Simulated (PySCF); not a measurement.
**Sc⁺ (scandium, charge +1): UHF calculation**

Configuration: [Ar] 3d2, high-spin 3F determinant (an excited configuration). Calculation: PySCF 2.14, in def2-QZVPPD; the non-relativistic Hamiltonian (point nucleus).

* Total energy: -759.515211 hartree
* One-electron energy: -1038.3640 hartree
* Hartree (Coulomb) energy: 317.0031 hartree
* Exchange energy: -38.1543 hartree
* Kinetic energy: 759.50503 hartree
* ⟨S²⟩: 2.0029
* ⟨L²⟩: 12.042
* Sum of ⟨r⟩: 15.72 bohr
* Sum of ⟨r²⟩: 22.74 bohr²
* Density at the nucleus (Gaussians lack the cusp): 6130 bohr⁻³
* Spin density at the nucleus: -0.567 bohr⁻³
* Langevin diamagnetic susceptibility: -18.0 ×10⁻⁶ cm³/mol

```csv
shell,electrons,mean orbital energy (hartree),"rms radius, mean of both spins (bohr)"
1s β,1,-165.97934,0.0852
1s α,1,-165.97809,0.0852
2s α,1,-19.13742,0.373
2s β,1,-19.11798,0.373
2p α,3,-15.73103,0.341
2p β,3,-15.71096,0.341
3s α,1,-2.67625,1.17
3s β,1,-2.58243,1.17
3p α,3,-1.71909,1.30
3p β,3,-1.59722,1.30
3d α,2,-0.46001,2.11
```

Spin-orbit constants ζ (cm⁻¹) from the X2C one-electron operator on these orbitals (non-relativistic here): bare nucleus, nucleus screened by l(l+1)(2l+1)/3 electrons, and screened by the Breit-Pauli mean field of the electrons.

```json
{"shell": "2p", "bare": "26210", "screened nucleus": "23710", "mean field": "22550"}
{"shell": "3p", "bare": "2617", "screened nucleus": "2368", "mean field": "2232"}
{"shell": "3d", "bare": "146.5", "screened nucleus": "76.73", "mean field": "62.68"}
```

To first order the Landé constant is A = 31.34 cm⁻¹, so the lowest level has J = 2 and lies 0.0155 eV below the centre of the term. This holds in LS coupling only.
